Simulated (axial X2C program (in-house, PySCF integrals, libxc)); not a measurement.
## ZrGe: properties at the nuclei

Calculated with an in-house all-electron X2C program for linear molecules (integrals from PySCF): two-component X2C with atomic mean-field Coulomb and Gaunt terms, Gaussian nuclei, basis Zr dyall-cv3z, Ge dyall-cv3z with contracted cores.

R = 2.575 Å (near the PBE0 minimum at charge 0 of the determinant lowest at the starting distance; the state shown can have its own minimum elsewhere).

Determinant lowest in the PBE0 search, Ω = 4 (⟨Sz⟩ = 2.00, ⟨Lz⟩ = 2.00 at PBE0), spin on the atoms Zr 1.39, Ge 0.61:

| level | Eeff magnitude (GV/cm) | Ws magnitude Zr (kHz) | Ws magnitude Ge (kHz) | A∥/gI Zr (MHz) | qzz Zr (a.u.) | A∥/gI Ge (MHz) | qzz Ge (a.u.) | μ (D) |
| --- | --- | --- | --- | --- | --- | --- | --- | --- |
| PBE0 | 0.897 | 0.0753 | 0.00919 | 265 | -0.41 | -68.1 | -3.40 | -3.56 |
| BP86 | 1.17 | 0.103 | 0.000546 | 300 | -0.61 | -56.2 | -3.54 | -2.74 |
| PBE | 1.11 | 0.0967 | 0.00208 | 281 | -0.62 | -60 | -3.54 | -2.82 |
| TPSSh | 0.853 | 0.0675 | 0.00566 | 266 | -0.49 | -59.1 | -3.40 | -3.44 |

Determinant 0.32 eV from it at PBE0 and this distance, Ω = 2 (⟨Sz⟩ = 1.00, ⟨Lz⟩ = 1.00 at PBE0), spin on the atoms Zr 0.99, Ge 0.01:

```csv
level,Eeff magnitude (GV/cm),Ws magnitude Zr (kHz),A∥/gI Zr (MHz),qzz Zr (a.u.),A∥/gI Ge (MHz),qzz Ge (a.u.),μ (D)
PBE0,1.25,0.233,362,-2.44,149,-2.44,-3.57
HF,0.00941,0.233,556,-3.14,104,-3.50,-3.31
BP86,0.979,0.174,378,-2.64,110,-2.15,-2.93
PBE,0.958,0.172,351,-2.61,107,-2.16,-2.98
TPSSh,1.11,0.195,383,-2.48,110,-2.36,-3.54
```

Eeff is the effective electric field on the electron electric dipole moment in this Ω state and Ws the scalar–pseudoscalar constant of the nucleus named (defined with the proton number Z and per Ω); A∥ (defined per Ω) follows by multiplying with gI = μI/(I μN); qzz is the electric field gradient, eQq0 = 234.96 MHz × Q/barn × qzz; μ is positive if the Ge end (last atom) is positive. The operators were transformed with the bare-nucleus X2C matrices; with these basis sets, hyperfine constants and field gradients can be off by tens of per cent, and where levels differ in sign neither size nor sign is settled.

Q: With gI(91Zr) = -0.5214, Q(91Zr) = -0.176 barn, gI(73Ge) = -0.1954, Q(73Ge) = -0.196 barn (g factors from the IAEA table of nuclear moments by Stone; Q from Pyykkö, Mol. Phys. 2018), turn the PBE0 values of the first state into constants in MHz.

A: A∥(91Zr) = 265 × -0.5214 = -138 MHz; eQq0(91Zr) = 234.96 × (-0.176) × (-0.41) = 17 MHz; A∥(73Ge) = -68.1 × -0.1954 = 13.3 MHz; eQq0(73Ge) = 234.96 × (-0.196) × (-3.40) = 157 MHz.

Each state is one determinant with collinear spin, which with several unpaired electrons need not be a pure state. Unrestricted Hartree–Fock can overshoot spin polarisation at the nuclei. With several open shells hyperfine constants can be off by a factor of several. Where Eeff spreads by more than a factor of two the levels disagree and none is to be relied on. Open-shell Ω = 0 determinants with evenly filled partner blocks cannot be reached by this program, so the Ω shown need not be the lowest component. Left out as unconverged or as another state under the same occupation: HF in at least one table. States lie within half an eV, so the first need not be the ground state. The sign of Ws at Zr differs between levels in the second state. Further determinants of the search, some of them spin-mixed, are not shown. PBE0 term energies can be off by some tenths of an eV.
